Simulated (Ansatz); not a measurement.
Geometry optimisation, RKS BHLYP-D4/def2-SVP (Ansatz 0.2.0).

Input file:

```yaml
crystal:
  periodic: [false, false, false]
  atoms:
    - { symbol: S, position_ang: [0.49286, 1.18214, 0.84482] }
    - { symbol: O, position_ang: [1.13178, 0.07366, -0.1031] }
    - { symbol: Mg, position_ang: [2.76901, 0.13616, -0.91941] }
    - { symbol: Br, position_ang: [4.15896, 1.86853, -0.14131] }
    - { symbol: H, position_ang: [-0.09636, 1.96807, -0.09548] }
basis:
  gaussian: { orbitals: def2-SVP }
hamiltonian:
  xc: { name: BHLYP }
  dispersion: d4
relax:
  f_tol: 0.015
  max_steps: 40
```

Command:

```bash
$ ansatz run input.yaml --threads 1 --pin off --max-ram 2048MiB --backend cpu --events-out ev --progress --plain --runs-dir out
```

Question: Where does it end, and by what steps?

Answer: It converged. After 12 steps the energy has fallen by 0.888 eV; Mg3 moved furthest, 0.94 Å.

```
step  energy less start (eV)  largest force component (eV/Å)  accepted
   0                  0.0000                           1.796       yes
   1                 -0.3088                           1.079       yes
   2                 -0.5649                           0.509       yes
   3                 -0.7283                           0.347       yes
   4                 -0.8238                           0.245       yes
   5                 -0.8618                           0.615       yes
   6                 -0.8819                           0.183       yes
   7                 -0.8861                           0.095       yes
   8                 -0.8875                           0.058       yes
   9                 -0.8882                           0.030       yes
  10                 -0.8882                           0.020       yes
  11                 -0.8882                           0.039        no
  12                 -0.8882                           0.001       yes
```

```xyz
5
Properties=species:S:1:pos:R:3
S 0.267 0.958 0.779
O 1.016 -0.003 -0.348
Mg 2.671 0.823 -0.283
Br 4.857 1.597 -0.543
H -0.355 1.853 -0.019
```

Whether the end is a true minimum wasn't checked by a vibrational analysis.

The run took 2 min on 1 thread of Intel(R) Xeon(R) Processor @ 2.50GHz (Skylake/Cascade Lake), with other jobs on the host, peak memory 0.2 GiB.
